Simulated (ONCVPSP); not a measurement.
## Which change was made? (Sc, ONCV)

Sc, optimised norm-conserving Vanderbilt (ONCV), made with ONCVPSP 4.0.1 (PW91, scalar-relativistic). Core [Ne], reference 3s2 3p6 3d1 4s2. Waves: 3s+4s: rc 1.80 bohr, ncon 4, nbas 7, qcut 7.1 1/bohr, 2 projectors; 3p: rc 1.80 bohr, ncon 3, nbas 7, qcut 7.5 1/bohr, 2 projectors, debl 3.8 Ha; 3d: rc 2.85 bohr, ncon 3, nbas 8, qcut 4.6 1/bohr, 3 projectors, debl 2 Ha. Local part: polynomial inside 1.65 bohr (lpopt 5, dvloc0 0 Ha). Core correction: polynomial model core, fcfact 0.65.

Cutoffs, loose and tight: the cutoffs (Ha) at which the residual kinetic energy of the hardest occupied pseudo-wave falls to 1 and 0.1 mHa per electron. They do not see the model core or the augmentation charge, which bear on the density cutoff. Test errors are all-electron minus pseudo excitation energies from the reference, over the configurations 3s2 3p6 3d1 4s1; 3s2 3p6 3d1 4s0; 3s2 3p6 3d0 4s0; 3s2 3p6 3d1 4s0 4p1; variants that change the core or the reference have their own tests. The largest error is taken over the tests solved by every variant that gives reliable tests at all, those not shown here included: 3s2 3p6 3d1 4s0; 3s2 3p6 3d1 4s0 4p1; 3s2 3p6 3d1 4s1.

The base gives: outcome: generated; cutoff, loose: 17 Ha; cutoff, tight: 21 Ha; bound ghosts: none; GHOST(+) flags above zero: none; largest test error (meV): -30.

(1) After one change the result is: outcome: generated; cutoff, loose: 40 Ha; cutoff, tight: 81 Ha; bound ghosts: none; GHOST(+) flags above zero: s; largest test error (meV): -110. Which change was it?
A. s: qcut 10.5; p: qcut 11.1; d: qcut 6.8
B. s: qcut 5.4; p: qcut 5.7; d: qcut 3.5
C. s: qcut 9.6; p: qcut 10.2; d: qcut 6.2
D. s: qcut 4.5; p: qcut 4.8; d: qcut 2.9

Results:

(1) D. The others give: s: qcut 9.6; p: qcut 10.2; d: qcut 6.2 → outcome: generated; cutoff, loose: 21 Ha; cutoff, tight: 26 Ha; bound ghosts: none; GHOST(+) flags above zero: none; largest test error (meV): +17 | s: qcut 10.5; p: qcut 11.1; d: qcut 6.8 → outcome: generated; cutoff, loose: 25 Ha; cutoff, tight: 30 Ha; bound ghosts: none; GHOST(+) flags above zero: none; largest test error (meV): +20 | s: qcut 5.4; p: qcut 5.7; d: qcut 3.5 → outcome: generated; cutoff, loose: 28 Ha; cutoff, tight: 51 Ha; bound ghosts: s; GHOST(+) flags above zero: none; largest test error (meV): -117.
